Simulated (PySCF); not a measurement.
Part of a log for `CSc1ccccn1`: ground state, then the species with a core hole.

Level of theory: PySCF 2.14.0, delta-SCF UKS SCAN, pcX-2 on the ionised atom, pcseg-1 elsewhere, spin-free X2C. The program numbers atoms from 0. The cycles run on a coarse integration grid; for E(ground) and E(ion) the exchange–correlation energy is redone on a finer one, so they differ from the last cycle, and only they enter the binding energy.

Coordinates (Å, PBE0-D3(BJ)/def2-SVP):
```
C      2.963555    -0.184563     0.054034
S      1.944276     1.277093     0.300517
C      0.330900     0.592360     0.126188
C     -0.770125     1.457382     0.264504
C     -2.040546     0.921363     0.130087
C     -2.182972    -0.444051    -0.135393
C     -1.025726    -1.204977    -0.253362
N      0.202831    -0.703658    -0.126453
H      4.003769     0.153687     0.153172
H      2.798282    -0.611707    -0.943431
H      2.740038    -0.947208     0.811072
H     -0.617246     2.518432     0.472694
H     -2.919187     1.563187     0.231671
H     -3.166088    -0.904026    -0.248019
H     -1.087439    -2.279242    -0.461574
```

```
ground state, core basis on atom 0 (C), 182 functions
  cycle   1  E = -686.64455435  |g| = 4.48e-01
  cycle   2  E = -686.60438631  |g| = 5.99e-01
  cycle   3  E = -686.69271708  |g| = 1.40e-01
  cycle   4  E = -686.69745479  |g| = 5.51e-02
  ...
  cycle   8  E = -686.69834987  |g| = 1.08e-03
  cycle   9  E = -686.69835104  |g| = 5.41e-04
  cycle  10  E = -686.69834911  |g| = 7.28e-05
  E(ground) = -686.72896752 Eh
hole in C 1s of atom 0
  cycle   1  E = -675.42674673  |g| = 1.50e+00
  cycle   2  E = -673.26045801  |g| = 2.27e+00
  cycle   3  E = -675.16145383  |g| = 1.08e+00
  cycle   4  E = -675.91253968  |g| = 3.98e-01
  ...
  cycle  11  E = -676.00033166  |g| = 1.65e-03
  cycle  12  E = -676.00033409  |g| = 5.17e-04
  cycle  13  E = -676.00033530  |g| = 3.64e-04
  E(ion) = -676.03132547 Eh   <S^2> = 0.7731   hole on atom = 1.000
```

Q: What is the C 1s binding energy of atom 0?

A: (-676.031325 − (-686.728968)) Eh × 27.2114 eV/Eh = 291.10 eV, for the S-methyl carbon.

```
ground state, core basis on atom 4 (C), 182 functions
  cycle   1  E = -686.69980297  |g| = 6.00e-02
  cycle   2  E = -686.69958207  |g| = 3.82e-02
  cycle   3  E = -686.69967387  |g| = 3.21e-02
  cycle   4  E = -686.69992566  |g| = 9.03e-03
  cycle   5  E = -686.69994799  |g| = 7.79e-04
  cycle   6  E = -686.69994956  |g| = 3.00e-04
  E(ground) = -686.73120113 Eh
hole in C 1s of atom 4
  cycle   1  E = -675.42619235  |g| = 1.51e+00
  cycle   2  E = -673.36433750  |g| = 2.27e+00
  cycle   3  E = -675.61623156  |g| = 7.59e-01
  cycle   4  E = -675.87344793  |g| = 4.63e-01
  ...
  cycle  14  E = -676.01665013  |g| = 1.76e-03
  cycle  15  E = -676.01665786  |g| = 8.92e-04
  cycle  16  E = -676.01666134  |g| = 4.59e-04
  E(ion) = -676.04663569 Eh   <S^2> = 0.8184   hole on atom = 1.000
```

Q: What is the C 1s binding energy of atom 4?

A: (-676.046636 − (-686.731201)) Eh × 27.2114 eV/Eh = 290.74 eV, for the aromatic CH carbon.

```
ground state, core basis on atom 5 (C), 182 functions
  cycle   1  E = -686.70003657  |g| = 6.01e-02
  cycle   2  E = -686.69984991  |g| = 3.70e-02
  cycle   3  E = -686.69998962  |g| = 2.78e-02
  cycle   4  E = -686.70018279  |g| = 1.50e-03
  cycle   5  E = -686.70018449  |g| = 7.76e-04
  cycle   6  E = -686.70018341  |g| = 2.34e-04
  E(ground) = -686.73128941 Eh
hole in C 1s of atom 5
  cycle   1  E = -675.44225676  |g| = 1.52e+00
  cycle   2  E = -673.47372369  |g| = 2.33e+00
  cycle   3  E = -675.66983265  |g| = 7.42e-01
  cycle   4  E = -675.85424456  |g| = 5.44e-01
  ...
  cycle  14  E = -676.03734071  |g| = 9.17e-04
  cycle  15  E = -676.03734587  |g| = 8.96e-04
  cycle  16  E = -676.03734701  |g| = 4.23e-04
  E(ion) = -676.06759624 Eh   <S^2> = 0.7889   hole on atom = 1.000
```

Q: What is the C 1s binding energy of atom 5?

A: (-676.067596 − (-686.731289)) Eh × 27.2114 eV/Eh = 290.17 eV, for the aromatic CH carbon.

The ground state is recomputed for each atom, because the flexible core basis sits on the ionised atom alone; energies of different blocks can't be mixed. The structure is a single PBE0-D3(BJ)/def2-SVP conformer in the gas phase; no vibrational or solvent corrections.

Hardware: an Arm Neoverse V2 with one thread (shared host). Cost: 1.9 min.

Shape of the structure used: `[CH3:1][S:2][c:3]1[cH:4][cH:5][cH:6][cH:7][n:8]1`: C1–S2–C3–C4 180°.
Labels such as C1 count atoms from 1, the log's own numbers from 0.
